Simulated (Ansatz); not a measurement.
input.yaml

```yaml
crystal:
  periodic: [false, false, false]
  atoms:
    - { symbol: "N", position_ang: [-1.286699, 0.981899, 0.493302] }
    - { symbol: P, position_ang: [0.409855, 0.820917, 0.678091] }
    - { symbol: "N", position_ang: [0.802444, -0.68255, 1.408568] }
    - { symbol: Ge, position_ang: [0.685194, 0.06759, -1.484286] }
    - { symbol: F, position_ang: [-0.547878, -1.194851, -1.602027] }
    - { symbol: H, position_ang: [-1.785231, 1.468641, 1.230728] }
    - { symbol: H, position_ang: [-1.823782, 0.207925, 0.108183] }
    - { symbol: H, position_ang: [0.310312, -1.524312, 1.116705] }
    - { symbol: H, position_ang: [0.944847, -0.664241, 2.413504] }
    - { symbol: H, position_ang: [2.024903, -0.635826, -1.770016] }
    - { symbol: H, position_ang: [0.331335, 1.097808, -2.572151] }
basis:
  gaussian: { orbitals: def2-SVP }
hamiltonian:
  xc: pbe0
  dispersion: d4
neb:
  order_check: false
  images: 9
  f_tol: 0.05
  max_iterations: 60
  final_atoms:
    - { symbol: "N", position_ang: [-1.38704637, 1.26906982, 0.23032814] }
    - { symbol: P, position_ang: [0.08795529, 0.49792262, -0.00552828] }
    - { symbol: "N", position_ang: [0.51537222, -0.59671768, 1.1694748] }
    - { symbol: Ge, position_ang: [-0.0380238, -0.94125143, -2.0278098] }
    - { symbol: F, position_ang: [0.65391187, -2.25574064, -0.96598454] }
    - { symbol: H, position_ang: [-1.55512003, 1.79772618, 1.08135313] }
    - { symbol: H, position_ang: [-2.20158397, 0.73383924, -0.05668469] }
    - { symbol: H, position_ang: [0.70997696, -1.52649835, 0.78679357] }
    - { symbol: H, position_ang: [0.96978555, -0.35242383, 2.03986761] }
    - { symbol: H, position_ang: [1.36967876, -0.29360533, -2.44243836] }
    - { symbol: H, position_ang: [0.94039352, 1.6106794, 0.21122941] }
  initial_path:
    images:
      - { positions_ang: [[-1.286699, 0.981899, 0.493302], [0.409855, 0.820917, 0.678091], [0.802444, -0.68255, 1.408568], [0.685194, 0.06759, -1.484286], [-0.547878, -1.194851, -1.602027], [-1.785231, 1.468641, 1.230728], [-1.823782, 0.207925, 0.108183], [0.310312, -1.524312, 1.116705], [0.944847, -0.664241, 2.413504], [2.024903, -0.635826, -1.770016], [0.331335, 1.097808, -2.572151]] }
      - { positions_ang: [[-1.31002717, 0.91743865, 0.4790744], [0.39517009, 0.80226402, 0.60559222], [0.7437878, -0.70174946, 1.37827286], [0.64527227, -0.01244821, -1.52915267], [-0.56709474, -1.30686203, -1.61669298], [-1.77056168, 1.37944193, 1.25885939], [-1.81391474, 0.45567739, 0.03911676], [0.56601655, -1.42446034, 1.13256172], [0.82949247, -0.63343918, 2.3925203], [1.99353673, -0.66854591, -1.80884814], [0.35362242, 1.13568315, -2.31070286]] }
      - { positions_ang: [[-1.33335534, 0.8529783, 0.4648468], [0.38048517, 0.78361105, 0.53309344], [0.6851316, -0.72094892, 1.34797773], [0.60535055, -0.09248643, -1.57401934], [-0.58631148, -1.41887306, -1.63135897], [-1.75589235, 1.29024286, 1.28699078], [-1.80404748, 0.70342977, -0.02994947], [0.82172111, -1.32460868, 1.14841844], [0.71413794, -0.60263736, 2.3715366], [1.96217045, -0.70126582, -1.84768029], [0.37590984, 1.17355829, -2.04925471]] }
      - { positions_ang: [[-1.35668351, 0.78851795, 0.4506192], [0.36580026, 0.76495807, 0.46059466], [0.6264754, -0.74014839, 1.31768259], [0.56542882, -0.17252464, -1.61888602], [-0.60552823, -1.53088408, -1.64602495], [-1.74122303, 1.20104379, 1.31512218], [-1.79418022, 0.95118216, -0.09901571], [1.07742566, -1.22475702, 1.16427516], [0.59878341, -0.57183554, 2.3505529], [1.93080418, -0.73398573, -1.88651243], [0.39819726, 1.21143344, -1.78780657]] }
      - { positions_ang: [[-1.38001168, 0.7240576, 0.4363916], [0.35111535, 0.74630509, 0.38809588], [0.5678192, -0.75934785, 1.28738745], [0.5255071, -0.25256285, -1.66375269], [-0.62474497, -1.64289511, -1.66069094], [-1.7265537, 1.11184472, 1.34325357], [-1.78431296, 1.19893454, -0.16808194], [1.33313021, -1.12490536, 1.18013187], [0.48342888, -0.54103372, 2.3295692], [1.8994379, -0.76670564, -1.92534458], [0.42048468, 1.24930858, -1.52635843]] }
      - { positions_ang: [[-1.40333985, 0.65959725, 0.422164], [0.33643043, 0.72765212, 0.31559709], [0.509163, -0.77854731, 1.25709231], [0.48558537, -0.33260106, -1.70861936], [-0.64396171, -1.75490614, -1.67535692], [-1.71188438, 1.02264565, 1.37138496], [-1.7744457, 1.44668693, -0.23714818], [1.58883476, -1.02505371, 1.19598859], [0.36807435, -0.5102319, 2.30858551], [1.86807163, -0.79942554, -1.96417672], [0.4427721, 1.28718373, -1.26491028]] }
      - { positions_ang: [[-1.40008115, 0.78149176, 0.38379683], [0.2867354, 0.68170622, 0.25137202], [0.51040484, -0.74218139, 1.23956881], [0.38086354, -0.45433114, -1.77245745], [-0.384387, -1.85507304, -1.53348244], [-1.68053151, 1.17766175, 1.31337859], [-1.85987335, 1.30411739, -0.20105548], [1.4130632, -1.12534263, 1.11414959], [0.48841659, -0.47867029, 2.25484193], [1.76839305, -0.6982615, -2.05982905], [0.54229638, 1.35188286, -0.96968235]] }
      - { positions_ang: [[-1.39682246, 0.90338628, 0.34542965], [0.23704038, 0.63576032, 0.18714694], [0.51164669, -0.70581546, 1.22204531], [0.2761417, -0.57606121, -1.83629554], [-0.12481228, -1.95523994, -1.39160797], [-1.64917864, 1.33267786, 1.25537223], [-1.94530101, 1.16154785, -0.16496278], [1.23729164, -1.22563156, 1.03231058], [0.60875883, -0.44710867, 2.20109835], [1.66871448, -0.59709746, -2.15548138], [0.64182067, 1.416582, -0.67445441]] }
      - { positions_ang: [[-1.39356376, 1.02528079, 0.30706248], [0.18734535, 0.58981442, 0.12292187], [0.51288853, -0.66944953, 1.20452181], [0.17141987, -0.69779129, -1.90013362], [0.13476244, -2.05540684, -1.24973349], [-1.61782577, 1.48769397, 1.19736586], [-2.03072866, 1.01897831, -0.12887009], [1.06152008, -1.32592049, 0.95047158], [0.72910107, -0.41554706, 2.14735477], [1.56903591, -0.49593342, -2.2511337], [0.74134495, 1.48128113, -0.37922647]] }
      - { positions_ang: [[-1.39030507, 1.1471753, 0.26869531], [0.13765032, 0.54386852, 0.05869679], [0.51413038, -0.6330836, 1.1869983], [0.06669804, -0.81952136, -1.96397171], [0.39433715, -2.15557374, -1.10785901], [-1.5864729, 1.64271008, 1.1393595], [-2.11615632, 0.87640878, -0.09277739], [0.88574852, -1.42620942, 0.86863258], [0.84944331, -0.38398544, 2.09361119], [1.46935734, -0.39476937, -2.34678603], [0.84086923, 1.54598027, -0.08399853]] }
      - { positions_ang: [[-1.38704637, 1.26906982, 0.23032814], [0.08795529, 0.49792262, -0.00552828], [0.51537222, -0.59671768, 1.1694748], [-0.0380238, -0.94125143, -2.0278098], [0.65391187, -2.25574064, -0.96598454], [-1.55512003, 1.79772618, 1.08135313], [-2.20158397, 0.73383924, -0.05668469], [0.70997696, -1.52649835, 0.78679357], [0.96978555, -0.35242383, 2.03986761], [1.36967876, -0.29360533, -2.44243836], [0.94039352, 1.6106794, 0.21122941]] }
```

Launched with:

```bash
$ ansatz run input.yaml --threads 2 --pin off --max-ram 3072MiB --backend cpu --events-out ev --progress --plain --runs-dir out
```

Hardware: 2 threads of Arm Neoverse V1 (shared host).

Roughly how long does this run take, and how much memory?

17 min, with a peak of 0.33 GiB, for 27 band iterations.
